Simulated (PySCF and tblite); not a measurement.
The numbers below are computed, except where a source is named.
System: C7H5N2O (charge -1), numbered as in [cH:1]1[cH:2][o:3][c:4](-[c:5]2[cH:6][cH:7][n:8][n-:9]2)[cH:10]1.

For the rotation about the C4–C5 bond (torsion O3–C4–C5–C6 from 0° to 180°, rising): electronic barrier 7.61 kcal/mol, zero-point change -0.09 kcal/mol, thermal and entropy terms at 400 K a further 0.77 kcal/mol (symmetry numbers apart). The minimum is Cs, the saddle C1. Geometries: GFN2-xTB; energies: revPBE/pcSseg-1 + D3(BJ); zero-point and thermal terms from GFN2-xTB harmonic modes (soft modes blended into free rotors). Rates follow Eyring's equation with the number of equivalent paths and no tunnelling. Programs: tblite and PySCF.

(1) How many equivalent paths lead out of the minimum?

(2) Work out the rate at 400 K.

The ion is treated without a counter-ion.

Results:

(1) 2: the symmetry number of the minimum is 1, that of the saddle displaced along its mode 1, and the displaced saddle is chiral while the minimum is not, which doubles the count.

(2) ΔG‡ = 8.29 kcal/mol; k_B T/h = 8.3×10¹² s⁻¹; exp(−ΔG‡/RT) = 3×10⁻⁵; times 2 gives k = 5×10⁸ s⁻¹. Wigner's tunnelling factor for the 74i cm⁻¹ mode would be 1.00.
